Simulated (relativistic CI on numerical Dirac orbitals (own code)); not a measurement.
Ir⁺: resonant inelastic scattering at the O2,3 edge

Computed with this model: Dirac-Coulomb-Breit CI, KLI orbitals optimised for each configuration, QED by a radiative potential, valence Slater integrals scaled by 0.7, Kramers-Heisenberg scattering through one core-hole configuration in a parametric crystal field; configurations [Xe] 4f14 5d8 → [Kr] 4d10 4f14 5s2 5p5 5d9; 300 K; core-hole width 0.6 eV; summed over polarisations. Incident energies are the highest absorption maxima for each field (at most a few, so the weaker spin-orbit partner edge can be absent), on the computed scale of the free ion. Intensities are in per cent of the strongest line above 0.02 eV; levels within 1 cm⁻¹ are merged; final levels count from the ground level, the first row holds all elastic scattering, lines under 0.4 are left out and each table stops after 24 rows. The scale of the Slater integrals is a model choice and moves the terms in proportion. The configuration is assumed, with all valence electrons in the open shell; the free ion's ground configuration is another.

Field parameters in Wybourne normalisation: D4h B²₀ = −7Ds, B⁴₀ = 21(Dq − Dt), B⁴₄ = 21√(5/14) Dq. The field is a parameter set, without covalency.

S is read from ⟨S²⟩ = S(S + 1).

D4h, 10Dq = 19650, Ds = -1500, Dt = -280 cm⁻¹:

| Final level (eV) | Degeneracy | Irrep | S | 49.3 eV | 50 eV | 52 eV |
| --- | --- | --- | --- | --- | --- | --- |
| 0.000 | 2 | E | 0.99 | 328.9 | 409.4 | 58.4 |
| 0.001 | 1 | B2 | 0.99 | 32.2 | 121.0 | 11.7 |
| 0.453 | 1 | A1 | 0.13 | 11.0 | 11.0 | 74.5 |
| 0.986 | 1 | B1 | 0.16 | 13.9 | 29.0 | 7.9 |
| 2.151 | 1 | B1 | 0.99 | 46.3 | 10.5 | 31.7 |
| 2.253 | 2 | E | 0.96 | 100.0 | 20.9 | 54.3 |
| 2.368 | 1 | B2 | 0.95 | 32.4 | 38.1 | 8.9 |
| 2.382 | 1 | A1 | 0.33 | 4.7 | 6.7 | 22.8 |
| 2.676 | 1 | A2 | 0.99 | 18.2 | 19.8 | 21.6 |
| 2.691 | 1 | A1 | 0.94 | 22.0 | 14.6 | 26.9 |
| 2.774 | 2 | E | 0.98 | 87.9 | 96.6 | 31.3 |
| 2.837 | 1 | B1 | 0.98 | 29.6 | 21.5 | 0.3 |
| 3.175 | 1 | A2 | 0.98 | 16.6 | 11.8 | 10.0 |
| 3.265 | 1 | A1 | 0.92 | 9.2 | 13.4 | 22.1 |
| 3.311 | 2 | E | 0.80 | 19.7 | 45.5 | 17.1 |
| 3.531 | 2 | E | 0.47 | 9.6 | 23.8 | 24.6 |
| 3.594 | 1 | B2 | 0.56 | 11.7 | 36.4 | 1.9 |
| 3.690 | 1 | B2 | 0.77 | 12.4 | 9.5 | 2.0 |
| 3.721 | 1 | B1 | 0.95 | 18.1 | 33.0 | 2.0 |
| 4.053 | 2 | E | 0.71 | 17.4 | 37.6 | 4.3 |
| 4.276 | 1 | A1 | 0.91 | 8.3 | 30.4 | 7.0 |
| 4.351 | 2 | E | 0.63 | 14.7 | 13.5 | 13.9 |
| 4.849 | 1 | A2 | 0.14 | 0.7 | 1.1 | 4.4 |
| 5.346 | 1 | A1 | 0.95 | 0.6 | 0.6 | 6.8 |

D4h, 10Dq = 19650, Ds = -860, Dt = -280 cm⁻¹:

```tsv
Final level (eV)	Degeneracy	Irrep	S	49.5 eV	49.9 eV	52.9 eV
0.000	2	E	0.99	289.4	357.0	37.7
0.002	1	B2	0.99	48.7	105.0	8.0
0.712	1	A1	0.14	8.1	15.6	25.1
0.986	1	B1	0.16	14.5	30.1	42.2
2.148	1	A1	0.25	5.0	4.8	85.1
2.271	1	B1	0.98	21.9	6.6	4.5
2.341	2	E	0.96	66.5	24.0	55.8
2.554	1	B2	0.93	19.9	31.8	5.7
2.693	1	A1	0.97	31.1	15.1	8.1
2.703	1	A2	0.98	43.3	21.9	36.8
2.813	2	E	0.97	74.7	100.0	24.2
2.896	1	B1	0.99	26.8	30.0	0.9
3.288	1	A2	0.98	10.3	3.6	13.2
3.343	2	E	0.89	19.8	23.9	11.6
3.377	1	A1	0.93	10.3	5.9	11.0
3.554	1	B2	0.72	17.2	38.0	2.6
3.693	1	B2	0.63	6.2	2.0	15.1
3.696	1	B1	0.94	21.0	22.8	9.3
3.721	2	E	0.34	7.3	10.6	13.8
3.854	2	E	0.89	27.0	32.7	11.1
4.017	1	A1	0.91	12.4	17.7	16.2
4.233	2	E	0.37	8.0	8.4	19.9
4.551	1	A2	0.13	1.6	0.8	11.5
5.373	1	A1	0.95	0.7	0.2	13.1
```

D4h, 10Dq = 19650, Ds = -210, Dt = -280 cm⁻¹:

| Final level (eV) | Degeneracy | Irrep | S | 49.8 eV | 52.3 eV | 52.9 eV |
| --- | --- | --- | --- | --- | --- | --- |
| 0.000 | 2 | E | 0.99 | 379.2 | 33.4 | 38.2 |
| 0.002 | 1 | B2 | 0.99 | 99.6 | 8.3 | 6.1 |
| 0.919 | 1 | A1 | 0.15 | 26.9 | 27.6 | 33.8 |
| 0.984 | 1 | B1 | 0.16 | 37.2 | 19.9 | 38.5 |
| 1.952 | 1 | A1 | 0.22 | 4.2 | 41.4 | 76.3 |
| 2.359 | 1 | B1 | 0.98 | 6.8 | 9.2 | 4.7 |
| 2.398 | 2 | E | 0.97 | 39.2 | 28.1 | 59.2 |
| 2.635 | 1 | A1 | 0.98 | 13.7 | 11.1 | 6.8 |
| 2.664 | 1 | A2 | 0.97 | 24.3 | 12.7 | 38.5 |
| 2.721 | 1 | B2 | 0.92 | 35.6 | 9.9 | 5.5 |
| 2.804 | 2 | E | 0.96 | 100.0 | 23.2 | 21.1 |
| 2.959 | 1 | B1 | 1.00 | 43.0 | 0.4 | 0.6 |
| 3.419 | 2 | E | 0.92 | 27.6 | 6.0 | 13.1 |
| 3.459 | 1 | A2 | 0.98 | 2.7 | 2.5 | 8.3 |
| 3.514 | 1 | B2 | 0.75 | 35.8 | 1.3 | 2.6 |
| 3.553 | 1 | A1 | 0.93 | 5.5 | 4.9 | 15.3 |
| 3.621 | 2 | E | 0.97 | 18.5 | 6.2 | 15.5 |
| 3.702 | 1 | B1 | 0.94 | 18.1 | 2.1 | 8.7 |
| 3.720 | 1 | B2 | 0.63 | 3.3 | 2.0 | 12.3 |
| 3.742 | 1 | A1 | 0.91 | 10.8 | 3.9 | 15.6 |
| 3.892 | 2 | E | 0.34 | 20.1 | 8.8 | 14.4 |
| 4.185 | 2 | E | 0.20 | 5.7 | 22.9 | 18.7 |
| 4.252 | 1 | A2 | 0.16 | 1.0 | 11.1 | 8.8 |
| 5.370 | 1 | A1 | 0.95 | 0.5 | 16.2 | 14.9 |

For the first field the strongest loss at the lowest incident energy is the level at 2.25 eV (S = 0.96, against 0.99 in the thermal ground state). Levels of other spin, the first over 8 % at 0.45 eV, appear because spin-orbit coupling of the core hole, and in heavier ions of the valence shell too, mixes spins.
